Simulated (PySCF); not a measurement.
How methods differ on the ionisation energy of P⁺

P⁺ [Ne] 3s2 3p2 (3P) → P²⁺ [Ne] 3s2 3p1 (2P), as a difference of total energies. All numbers are calculated (PySCF 2.14, scalar relativity by spin-free X2C-1e, in x2c-TZVPPall (5s5p3d1f, 42 functions)). Correlated levels: valence and next inner shell: 1s2 frozen. The calculations carry no spin-orbit coupling.

```tsv
method	ionisation energy (eV)	plus first-order spin-orbit estimate	difference from reference of that sum (eV)
UHF	19.150	19.143	-0.626
MP2 (valence and next inner shell)	19.603	19.596	-0.173
SCS-MP2 (valence and next inner shell)	19.510	19.503	-0.266
CCSD (valence and next inner shell)	19.635	19.628	-0.141
CCSD(T) (valence and next inner shell)	19.667	19.660	-0.109
```

Reference: 19.769 eV (semi-empirical (NIST evaluation); NIST Atomic Spectra Database, ionization energies).

A first-order spin-orbit estimate (lowest level to lowest level, LS coupling) adds -0.007 eV.

Errors of the correlated levels include the incompleteness of this basis and the frozen core.
